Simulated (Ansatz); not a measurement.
ZrH+, multiplicity 3 (lowest of 2S+1 = 1, 3, 5, 7 at CCSD(T)/def2-TZVPP on PBE0 minima; our sources give no spin for the ground state, which may be another), most abundant isotopes (89.9047 and 1.0078 u). Constants from fifth-degree fits in 1/R to seven points on the lowest solution found; no spin–orbit coupling, no relativity up to Kr; ω_e x_e and α_e move by some per cent with the fit.

Correlated levels freeze the inner cores; with def2 sets outer-core shells near the valence are correlated too. CBS: X⁻³ extrapolation of the correlation energy, Hartree–Fock from the larger set.

The values were computed with Ansatz (an electronic-structure program). Each number belongs to the level named beside it. In def2 rows elements past Kr take small-core potentials, without spin–orbit coupling.

```tsv
level	r_e (Å)	ω_e (cm⁻¹)	ω_e x_e (cm⁻¹)	α_e (cm⁻¹)
PBE/def2-TZVPP	1.8067	1740.4	23.7	0.111
CCSD(T)/CBS(def2-TZVPP, def2-QZVPP)	1.8001	1776.2	21.7	0.0932
```

### Question
Derive the rotational constants, the centrifugal constant, the fundamental, the zero-point energy and the force constant.

### Answer

μ = 0.99665 u.
- PBE/def2-TZVPP: B_e = 16.8576/(μ r_e²) = 5.1821 cm⁻¹; B₀ = B_e − α_e/2 = 5.1266 cm⁻¹; D = 4B_e³/ω_e² = 1.84e-04 cm⁻¹; fundamental ω_e − 2ω_e x_e = 1693 cm⁻¹; zero-point energy ω_e/2 − ω_e x_e/4 = 864 cm⁻¹; k = μ(2πcω_e)² = 178 N/m
- CCSD(T)/CBS(def2-TZVPP, def2-QZVPP): B_e = 16.8576/(μ r_e²) = 5.2201 cm⁻¹; B₀ = B_e − α_e/2 = 5.1736 cm⁻¹; D = 4B_e³/ω_e² = 1.80e-04 cm⁻¹; fundamental ω_e − 2ω_e x_e = 1733 cm⁻¹; zero-point energy ω_e/2 − ω_e x_e/4 = 883 cm⁻¹; k = μ(2πcω_e)² = 185 N/m
